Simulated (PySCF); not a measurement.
C3H6FNSi, SMILES C#C[C@H](N)[SiH2]F.

Coordinates come from a ωB97X-D3(BJ)/def2-SVP optimisation. The structure was generated by enumeration; whether it is a known compound was not checked. One conformer was computed; it need not be the lowest.

All values below come from TDA-M06-2X/def2-SVPD run with PySCF 2.14.0.

Vertical excitations. Gas-phase values at a fixed geometry.

```csv
state,energy (eV),λ (nm),f,main pairs
S1,5.62,220,0.006,"HOMO→LUMO 56 %, HOMO→LUMO+2 12 %"
S2,6.27,198,0.010,"HOMO→LUMO 31 %, HOMO−2→LUMO 10 %, HOMO→LUMO+3 9 %, HOMO−1→LUMO+3 8 %"
S3,6.44,192,0.007,HOMO→LUMO+1 77 %
S4,6.83,181,0.008,"HOMO→LUMO+3 38 %, HOMO−1→LUMO 21 %, HOMO→LUMO+1 8 %, HOMO−1→LUMO+4 7 %"
S5,7.10,175,0.016,"HOMO−1→LUMO+3 25 %, HOMO→LUMO+4 21 %, HOMO→LUMO+2 10 %, HOMO→LUMO+6 6 %"
S6,7.24,171,0.008,"HOMO−2→LUMO 19 %, HOMO→LUMO+4 14 %, HOMO→LUMO+2 13 %, HOMO→LUMO+5 9 %"
S7,7.57,164,0.044,"HOMO→LUMO+6 32 %, HOMO→LUMO+5 31 %, HOMO→LUMO+2 10 %, HOMO→LUMO+4 6 %"
S8,7.62,163,0.041,"HOMO−2→LUMO+1 24 %, HOMO→LUMO+4 20 %, HOMO−1→LUMO 9 %, HOMO→LUMO+6 9 %"
S9,7.64,162,0.128,"HOMO→LUMO+2 37 %, HOMO→LUMO+3 24 %, HOMO→LUMO+4 10 %, HOMO−2→LUMO+3 8 %"
S10,7.83,158,0.044,HOMO−1→LUMO+1 78 %
T1,5.32,233,0,HOMO→LUMO 54 %
T2,5.56,223,0,"HOMO→LUMO+3 18 %, HOMO→LUMO 12 %, HOMO−1→LUMO 10 %, HOMO−2→LUMO+3 9 %"
T3,6.14,202,0,"HOMO→LUMO 15 %, HOMO−2→LUMO 13 %, HOMO→LUMO+3 11 %, HOMO→LUMO+1 9 %"
T4,6.21,200,0,"HOMO→LUMO+1 33 %, HOMO−1→LUMO 17 %, HOMO−2→LUMO 7 %, HOMO−1→LUMO+4 7 %"
```
Triplets are in the Tamm–Dancoff approximation.
